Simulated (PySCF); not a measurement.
C₂H₆Cl₄Si₂, SMILES [Si](Cl)(Cl)(CC[SiH2]Cl)Cl, CAM-B3LYP/def2-SVP optimised geometry.

```
14

Si     1.13    -0.63     3.56
Cl     0.93    -0.34     5.61
C     -0.62    -0.71     2.86
C     -0.82    -1.36     1.48
Si    -0.16    -0.45     0.00
Cl    -0.81    -1.36    -1.72
Cl     1.90    -0.45     0.00
Cl    -0.81     1.50     0.00
H      1.84    -1.92     3.35
H      1.92     0.50     3.03
H     -1.03     0.31     2.86
H     -1.20    -1.27     3.61
H     -0.38    -2.37     1.44
H     -1.90    -1.50     1.28
```

Density from CAM-B3LYP/def2-TZVP (PySCF) at that geometry.

Minimum of the electron density along straight lines between bonded atoms, close to the bond critical point (lines longer than 1.1 times the sum of covalent radii, or with two minima, are not listed):

| bond | length / Å | ρ at the minimum / e bohr⁻³ | ∇²ρ there / e bohr⁻⁵ | position (fraction from the first atom) |
|---|---|---|---|---|
| Si1–Cl2 | 2.077 | 0.095 | 0.20 | 0.36 |
| Si1–C3 | 1.886 | 0.124 | 0.14 | 0.39 |
| C3–C4 | 1.537 | 0.234 | -0.55 | 0.49 |
| C4–Si5 | 1.858 | 0.134 | 0.12 | 0.61 |
| Si5–Cl6 | 2.050 | 0.103 | 0.20 | 0.36 |
| Si5–Cl7 | 2.058 | 0.102 | 0.19 | 0.36 |
| Si5–Cl8 | 2.053 | 0.103 | 0.20 | 0.36 |
| Si1–H9 | 1.485 | 0.125 | 0.13 | 0.49 |
| Si1–H10 | 1.481 | 0.126 | 0.14 | 0.49 |
| C3–H11 | 1.102 | 0.270 | -0.90 | 0.64 |
| C3–H12 | 1.102 | 0.270 | -0.89 | 0.64 |
| C4–H13 | 1.104 | 0.269 | -0.89 | 0.64 |
| C4–H14 | 1.103 | 0.269 | -0.89 | 0.64 |
